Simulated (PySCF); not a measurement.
## As: ionisation energy

As [Ar] 3d10 4s2 4p3 (4S) → As⁺ [Ar] 3d10 4s2 4p2 (3P), as a difference of total energies. Computed with PySCF 2.14 in def2-QZVPPD (12s7p5d4f1g, 95 functions), with the non-relativistic Hamiltonian (point nucleus). Correlated levels: valence: [Ar] 3d10 frozen. The calculations carry no spin-orbit coupling.

| method | ionisation energy (eV) |
| --- | --- |
| UHF | 9.436 |
| MP2 (valence) | 9.951 |
| SCS-MP2 (valence) | 9.801 |
| CCSD (valence) | 9.906 |
| CCSD(T) (valence) | 9.947 |

Problem. How much does correlation contribute at CCSD(T) (valence)?

Solution. 9.947 − (9.436) = 0.511 eV, measured against UHF.

These non-relativistic numbers lack the scalar-relativistic shift.

Errors of the correlated levels include the incompleteness of this basis and the frozen core.

For comparison: 10.008 eV (measured; NIST levels, between the centres of gravity of the two terms).
